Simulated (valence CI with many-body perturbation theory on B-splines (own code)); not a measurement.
## Energy levels of Dy⁵⁹⁺

Calculated by valence CI with perturbative core correlation (CI+MBPT): five valence electrons over a frozen Dirac-Fock core [He], a basis of 11 s, 11 p, 10 d, 8 f, 5 g, 2 h functions for each j, with the one-electron correlation potential Σ1 (screened to all orders), the two-electron term Σ2, the three-electron term Σ3, Breit, model QED; selected single and double excitations, second order for the rest, scaled by the run's own slope (own B-spline code, finite nucleus).

No measured spectrum was set against this ion. As an estimate, large intervals hold to a few tenths of a per cent, small ones and those within an open d or f shell to about a per cent. Among the levels kept, up to 7300 cm⁻¹ of a level comes from second order outside the variational space, and about a tenth of that is noise between levels of different J, which matters for small intervals.

Levels 1 to 45 of 201, with energies above the lowest level, (2s^2 2p1/2^2 2p3/2) J=3/2. "Leading %" is the weight of the configuration and term that name the level; weights of strongly mixed levels are sums over their largest components and can fall short. In the jj column 3d3/2^4 stands for four electrons in 3d with j = 3/2.

```
No.  Configuration  Term    J  E (× 10³ cm⁻¹)  Leading %      g   Second component                      Leading jj
  1         2s²2p³   ²P°  3/2            0.00         48  1.327    27 % 2s²2p³ ²D°      2s^2 2p1/2^2 2p3/2 (100 %)
  2         2s²2p³   ⁴S°  3/2          6575.7         55  1.438    45 % 2s²2p³ ²D°      2s^2 2p1/2 2p3/2^2 (100 %)
  3         2s²2p³   ²D°  5/2          6756.8        100  1.170                         2s^2 2p1/2 2p3/2^2 (100 %)
  4         2s²2p³   ²P°  1/2          7106.8        100  0.627                         2s^2 2p1/2 2p3/2^2 (100 %)
  5          2s2p⁴    ⁴P  5/2          8919.2         71  1.456      29 % 2s2p⁴ ²D      2s 2p1/2^2 2p3/2^2 (100 %)
  6          2s2p⁴    ²S  1/2          9650.1         64  2.024      27 % 2s2p⁴ ⁴P      2s 2p1/2^2 2p3/2^2 (100 %)
  7          2s2p⁴    ²P  3/2          9661.4         50  1.179      35 % 2s2p⁴ ²D      2s 2p1/2^2 2p3/2^2 (100 %)
  8         2s²2p³   ²P°  3/2           13697         52  1.288    28 % 2s²2p³ ²D°             2s^2 2p3/2^3 (99 %)
  9          2s2p⁴    ⁴P  3/2           15689         84  1.582      11 % 2s2p⁴ ²D        2s 2p1/2 2p3/2^3 (100 %)
 10          2s2p⁴    ²D  5/2           15998         71  1.284      29 % 2s2p⁴ ⁴P        2s 2p1/2 2p3/2^3 (100 %)
 11          2s2p⁴    ²P  1/2           16425         64  1.367      36 % 2s2p⁴ ⁴P         2s 2p1/2 2p3/2^3 (99 %)
 12          2s2p⁴    ²D  3/2           16502         53  1.022      45 % 2s2p⁴ ²P        2s 2p1/2 2p3/2^3 (100 %)
 13            2p⁵   ²P°  3/2           19089         99  1.306                             2p1/2^2 2p3/2^3 (99 %)
 14          2s2p⁴    ⁴P  1/2           23139         37  1.852      35 % 2s2p⁴ ²S               2s 2p3/2^4 (99 %)
 15            2p⁵   ²P°  1/2           25876        100  0.627                              2p1/2 2p3/2^4 (100 %)
 16       2s²2p²3s    ⁴P  1/2           56224         46  1.999   31 % 2s²2p²3s ²S         2s^2 2p1/2^2 3s (100 %)
 17       2s²2p²3p   ²P°  1/2           56935         46  0.650  38 % 2s²2p²3p ⁴D°      2s^2 2p1/2^2 3p1/2 (100 %)
 18       2s²2p²3p   ²P°  3/2           58996         34  1.325  20 % 2s²2p²3p ⁴D°      2s^2 2p1/2^2 3p3/2 (100 %)
 19       2s²2p²3d    ²D  3/2           59639         42  0.784   33 % 2s²2p²3d ⁴F      2s^2 2p1/2^2 3d3/2 (100 %)
 20       2s²2p²3d    ²D  5/2           60249         35  1.191   18 % 2s²2p²3d ⁴D      2s^2 2p1/2^2 3d5/2 (100 %)
 21       2s²2p²3s    ⁴P  3/2           62891         88  1.659   10 % 2s²2p²3s ²P     2s^2 2p1/2 2p3/2 3s (100 %)
 22       2s²2p²3s    ²P  1/2           62964         67  1.297   33 % 2s²2p²3s ⁴P     2s^2 2p1/2 2p3/2 3s (100 %)
 23       2s²2p²3s    ²D  5/2           63044         64  1.315   36 % 2s²2p²3s ⁴P     2s^2 2p1/2 2p3/2 3s (100 %)
 24       2s²2p²3s    ²D  3/2           63091         64  0.963   35 % 2s²2p²3s ²P     2s^2 2p1/2 2p3/2 3s (100 %)
 25       2s²2p²3p   ⁴P°  1/2           63594         48  1.729  28 % 2s²2p²3p ⁴D°  2s^2 2p1/2 2p3/2 3p1/2 (100 %)
 26       2s²2p²3p   ⁴D°  3/2           63643         56  1.133  22 % 2s²2p²3p ²D°  2s^2 2p1/2 2p3/2 3p1/2 (100 %)
 27       2s²2p²3p   ²F°  5/2           63750         49  1.054  30 % 2s²2p²3p ²D°  2s^2 2p1/2 2p3/2 3p1/2 (100 %)
 28       2s²2p²3p   ²P°  3/2           64025         43  1.314  26 % 2s²2p²3p ²D°   2s^2 2p1/2 2p3/2 3p1/2 (99 %)
 29        2s2p³3s   ⁴P°  5/2           64917         46  1.599   27 % 2s2p³3s ⁶S°      2s 2p1/2^2 2p3/2 3s (95 %)
 30        2s2p³3s   ²P°  3/2           65127         33  1.444   25 % 2s2p³3s ⁴S°      2s 2p1/2^2 2p3/2 3s (96 %)
 31        2s2p³3s   ⁴D°  1/2           65515         16  1.194   16 % 2s2p³3s ²P°      2s 2p1/2^2 2p3/2 3s (53 %)
 32       2s²2p²3p   ⁴D°  5/2           65610         52  1.415  31 % 2s²2p²3p ⁴P°   2s^2 2p1/2 2p3/2 3p3/2 (96 %)
 33        2s2p³3s   ²P°  3/2           65632         31  1.320   17 % 2s2p³3s ²D°      2s 2p1/2^2 2p3/2 3s (77 %)
 34       2s²2p²3p   ²D°  3/2           65670         49  1.197  23 % 2s²2p²3p ⁴P°   2s^2 2p1/2 2p3/2 3p3/2 (92 %)
 35       2s²2p²3p   ²P°  1/2           65702         21  1.167  17 % 2s²2p²3p ⁴P°   2s^2 2p1/2 2p3/2 3p3/2 (58 %)
 36        2s2p³3p    ⁴P  3/2           65711         29  1.683    22 % 2s2p³3p ⁶P   2s 2p1/2^2 2p3/2 3p1/2 (99 %)
 37        2s2p³3p    ²D  5/2           65718         25  1.347    19 % 2s2p³3p ⁴D   2s 2p1/2^2 2p3/2 3p1/2 (98 %)
 38       2s²2p²3p   ²F°  7/2           65723         64  1.223  36 % 2s²2p²3p ⁴D°  2s^2 2p1/2 2p3/2 3p3/2 (100 %)
 39       2s²2p²3p   ²P°  3/2           65904         29  1.400  25 % 2s²2p²3p ⁴S°   2s^2 2p1/2 2p3/2 3p3/2 (82 %)
 40       2s²2p²3p   ²D°  5/2           65925         64  1.183  16 % 2s²2p²3p ²F°   2s^2 2p1/2 2p3/2 3p3/2 (99 %)
 41       2s²2p²3p   ²P°  1/2           66098         82  0.668   7 % 2s²2p²3p ⁴D°   2s^2 2p1/2 2p3/2 3p3/2 (94 %)
 42       2s²2p²3d    ⁴F  3/2           66298         23  0.965   16 % 2s²2p²3d ²P   2s^2 2p1/2 2p3/2 3d3/2 (54 %)
 43        2s2p³3p    ²P  1/2           66306         32  1.245    16 % 2s2p³3p ⁴P   2s 2p1/2^2 2p3/2 3p1/2 (90 %)
 44       2s²2p²3d    ⁴F  5/2           66337         53  0.959   39 % 2s²2p²3d ²F   2s^2 2p1/2 2p3/2 3d3/2 (99 %)
 45       2s²2p²3d    ⁴F  3/2           66348         20  0.920   13 % 2s²2p²3d ⁴D   2s^2 2p1/2 2p3/2 3d3/2 (51 %)
```

The ionisation energy to 2s²2p² ³P0 of the next ion comes out as 12987 eV (NIST: 12986 ± 7 eV (theoretical)). All 201 levels together are meant to be complete up to 78345 × 10³ cm⁻¹.
